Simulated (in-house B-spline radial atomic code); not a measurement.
A fraction x of an electron is removed from 4p in Pd⁺, starting from [Kr] 4d9 and keeping the highest spin. Level of theory: non-relativistic BHandHLYP, spin-polarised, spherical fractional occupations, point nucleus; calculated with a B-spline radial code for spherical atoms.

Caution: exact exchange at fractional occupations of open shells leaves self-interaction of up to several eV.

```json
{"x": "0", "E(x) - E(0) (eV)": "0.0000", "4p down level (eV)": "-67.855"}
{"x": "0.08", "E(x) - E(0) (eV)": "5.4603", "4p down level (eV)": "-68.654"}
{"x": "0.13", "E(x) - E(0) (eV)": "8.9056", "4p down level (eV)": "-69.160"}
{"x": "0.3", "E(x) - E(0) (eV)": "20.8116", "4p down level (eV)": "-70.919"}
{"x": "0.48", "E(x) - E(0) (eV)": "33.7491", "4p down level (eV)": "-72.841"}
{"x": "0.5", "E(x) - E(0) (eV)": "35.2081", "4p down level (eV)": "-73.058"}
{"x": "0.54", "E(x) - E(0) (eV)": "38.1391", "4p down level (eV)": "-73.494"}
{"x": "0.72", "E(x) - E(0) (eV)": "?", "4p down level (eV)": "?"}
{"x": "0.8", "E(x) - E(0) (eV)": "57.6218", "4p down level (eV)": "-76.391"}
{"x": "0.89", "E(x) - E(0) (eV)": "?", "4p down level (eV)": "?"}
{"x": "1", "E(x) - E(0) (eV)": "73.1287", "4p down level (eV)": "-78.688"}
```

(1) What belongs in the row x = 0.72?

(2) What belongs in the row x = 0.89?

(3) Check Janak's theorem between x = 0.08 and 0.13.

## Answers

(1) An energy change of 51.5467 eV; 4p down at -75.488 eV.

(2) An energy change of 64.5431 eV; 4p down at -77.417 eV.

(3) The slope of the energy is 68.91 eV; the orbital levels give 68.91 eV (-ε of the emptying orbital, averaged over the two points).
